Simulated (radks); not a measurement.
Results of a calculation; reference values are marked as such.
Effect of the nuclear size on neutral zinc, [Ar] 3d10 4s2. Code: a radial shooting solver on a logarithmic mesh with Libxc functionals. Model: Dirac Kohn-Sham, LDA (Slater exchange, Perdew-Wang correlation), spin-unpolarised, spherical densities, finite nucleus; Fermi nuclear charge, rms radius 3.9283 fm. The rms radius is varied about that value; shifts are against it.

\begin{tabular}{lrrrrrrr}
rms radius (fm) & total energy shift (eV) & density at nucleus (e/bohr^3) & 1s1/2 shift (meV) & 2s1/2 shift (meV) & 2p1/2 shift (meV) & 3s1/2 shift (meV) & 3p1/2 shift (meV) \\ \hline
3.2801 & -0.0707 & 2.521e+04 & -30.1 & -2.86 & 0.248 & -0.417 & 0.043 \\
3.7869 & -0.0164 & 2.5e+04 & -6.99 & -0.666 & 0.058 & -0.097 & 0.010 \\
3.9283 & 0 & 2.495e+04 & 0.000 & 0.000 & 0.000 & 0.000 & 0.000 \\
4.0501 & 0.0146 & 2.491e+04 & 6.22 & 0.592 & -0.051 & 0.086 & -0.009 \\
4.714 & 0.102 & 2.47e+04 & 43.3 & 4.12 & -0.357 & 0.600 & -0.062 \\
\end{tabular}

Slopes of the eigenvalues against <r^2> in GHz/fm^2, as finite differences over the two radii next to the reference (eigenvalue slopes, not the field-shift constants of lines): 1s1/2 1550, 2s1/2 148, 2p1/2 -12.8, 3s1/2 21.5.
